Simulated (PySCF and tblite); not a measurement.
The numbers below are computed, except where a source is named.
System: C₅H₈OS, numbered as in [CH3:1][S:2]/[C:3]([CH3:4])=[CH:5]/[CH:6]=[O:7].

Motion: rotation about the C3–S2 bond (torsion C4–C3–S2–C1 from -180° to 0°, rising). GFN2-xTB gives an electronic barrier of 6.7 kcal/mol and a reaction energy of 2.3 kcal/mol.

(1) What does PBE0/pcSseg-1 + D3(BJ) give on GFN2-xTB geometries?

Programs: tblite and PySCF.

Answers

(1) A barrier of 6.2 kcal/mol, 0.5 below the tight-binding barrier (from unrounded values), a reaction energy of 2.7 kcal/mol and, with GFN2-xTB thermal terms, ΔG‡(298 K) = 5.8 kcal/mol and k = 6.8×10⁸ s⁻¹ (2 equivalent paths).
